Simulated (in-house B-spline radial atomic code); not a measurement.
Inner levels of niobium as electrons are removed. A shift is the extra binding of the orbital against the neutral atom ([Kr] 4d3/2(4) 5s1). The density at the nucleus is averaged over the nuclear charge. Computed with a radial B-spline atomic code at the basis-set limit: Dirac-Hartree-Fock, jj configuration that fills j = l - 1/2 first, finite nuclei.

A number in brackets counts the electrons of a j subshell.

```tsv
ion	configuration	shift of 2p1/2 (eV)	shift of 1s1/2 (eV)	shift of 2s1/2 (eV)	radius of 2p1/2 (bohr)	radius of 1s1/2 (bohr)	radius of 2s1/2 (bohr)	Σ<r²> (bohr²)	change of density at nucleus (bohr⁻³)
Nb17+	[Ar] 3d3/2(4) 3d5/2(2)	528.38	530.89	522.99	0.13434	0.036083	0.15685	2.8844	-23.576
Nb18+	[Ar] 3d3/2(4) 3d5/2(1)	597.76	599.4	591	0.13425	0.036084	0.15672	2.6339	20.11
Nb19+	[Ar] 3d3/2(4)	?	?	?	?	?	?	?	?
Nb20+	[Ar] 3d3/2(3)	741.42	744.26	734.05	0.13393	0.036086	0.15641	2.1832	115.37
Nb21+	[Ar] 3d3/2(2)	815.49	820.62	809.05	0.13368	0.036087	0.15624	1.98	166.98
Nb22+	[Ar] 3d3/2(1)	?	?	?	?	?	?	?	?
Nb23+	[Ne] 3s2 3p6	969.83	980.53	965.34	0.13314	0.036089	0.15584	1.6098	277.26
Nb24+	[Ne] 3s2 3p1/2(2) 3p3/2(3)	?	?	?	?	?	?	?	?
Nb25+	[Ne] 3s2 3p1/2(2) 3p3/2(2)	1125	1151.64	1115.81	0.13268	0.036079	0.15538	1.2148	409.48
Nb26+	[Ne] 3s2 3p1/2(2) 3p3/2(1)	1204.77	1239.96	1193.06	0.13244	0.036074	0.15514	1.0286	478.54
Nb27+	[Ne] 3s2 3p1/2(2)	1285.98	1330.13	1271.64	0.1322	0.036068	0.15489	0.84957	549.58
Nb28+	[Ne] 3s2 3p1/2(1)	1366.15	1424.17	1352.59	0.13221	0.036061	0.15462	0.68183	609.81
Nb29+	[Ne] 3s2	1447.71	1520.18	1434.93	0.13202	0.036054	0.15434	0.52059	671.41
Nb30+	[Ne] 3s1	1529.19	1610.89	1512.49	0.13181	0.036052	0.15434	0.35322	-250.8
Nb31+	[He] 2s2 2p6	1611.81	1703.08	1591.08	0.13159	0.03605	0.15419	0.19101	-1209.79
```

(1) Fill in the row of Nb19+.

(2) Fill in the row of Nb22+.

(3) Fill in the row of Nb24+.

Answers

(1) shift of 2p1/2 (eV): 669.46; shift of 1s1/2 (eV): 670.31; shift of 2s1/2 (eV): 661.2; radius of 2p1/2 (bohr): 0.13416; radius of 1s1/2 (bohr): 0.036085; radius of 2s1/2 (bohr): 0.15658; Σ<r²> (bohr²): 2.4001; change of density at nucleus (bohr⁻³): 66.107.

(2) shift of 2p1/2 (eV): 891.63; shift of 1s1/2 (eV): 899.38; shift of 2s1/2 (eV): 886.15; radius of 2p1/2 (bohr): 0.13342; radius of 1s1/2 (bohr): 0.036088; radius of 2s1/2 (bohr): 0.15605; Σ<r²> (bohr²): 1.7892; change of density at nucleus (bohr⁻³): 220.94.

(3) shift of 2p1/2 (eV): 1046.69; shift of 1s1/2 (eV): 1065.17; shift of 2s1/2 (eV): 1039.9; radius of 2p1/2 (bohr): 0.13292; radius of 1s1/2 (bohr): 0.036084; radius of 2s1/2 (bohr): 0.15562; Σ<r²> (bohr²): 1.4084; change of density at nucleus (bohr⁻³): 342.39.
